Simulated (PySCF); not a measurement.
B(H)(Br)(OH) (BBrH2O), SMILES OBBr. Atoms are numbered in the order given.

```xyz
5

B      0.5969     1.1011     0.0000
H      1.7644     1.2936     0.0000
Br    -0.0424    -0.7352     0.0000
O     -0.2589     2.1308     0.0000
H     -1.1923     1.8844     0.0000
```

Geometry: B3LYP-D3(BJ)/def2-TZVP. One conformer was computed; it need not be the lowest.

Method: B3LYP-D3(BJ)/def2-TZVP (PySCF 2.14.0).

Frequencies are harmonic and unscaled.

Computed harmonic wavenumbers and intensities:
```csv
mode,ν (cm⁻¹),IR (km/mol),Raman (Å⁴/amu),depolarisation,moving atoms (share of kinetic energy)
1,325,12.7,3.3,0.35,"O 53 %, Br 18 %, B 15 %, H 14 %"
2,614,46.3,8.1,0.19,"B 67 %, H 18 %, Br 11 %"
3,629,123.0,0.8,0.75,"H 71 %, B 15 %, O 14 %"
4,854,0.2,0.4,0.75,"H 75 %, B 24 %"
5,997,76.6,0.7,0.46,"H 89 %, O 10 %"
6,1144,239.8,3.0,0.24,"H 78 %, B 13 %, O 8 %"
7,1348,320.0,1.8,0.12,"B 62 %, O 34 %"
8,2703,85.1,107.9,0.21,"H 91 %, B 9 %"
9,3791,70.1,68.2,0.23,H 94 %
```
